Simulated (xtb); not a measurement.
GeH3F, SMILES [GeH3][F]. All values are semi-empirical tight-binding results from xtb (GFN2-xTB unless named), good for trends rather than for accurate numbers. The structure is a stationary point at GFN2-xTB.

For metal compounds this method's bond lengths and energies can be far off.

```json
{
  "point_group_as_xtb_finds_it": "C3v",
  "orbital_gap": "7.70 eV",
  "zero_point_energy": "14.3 kcal/mol",
  "G − E(el) at 298.15 K (modified RRHO)": "-0.9 kcal/mol"
}
```
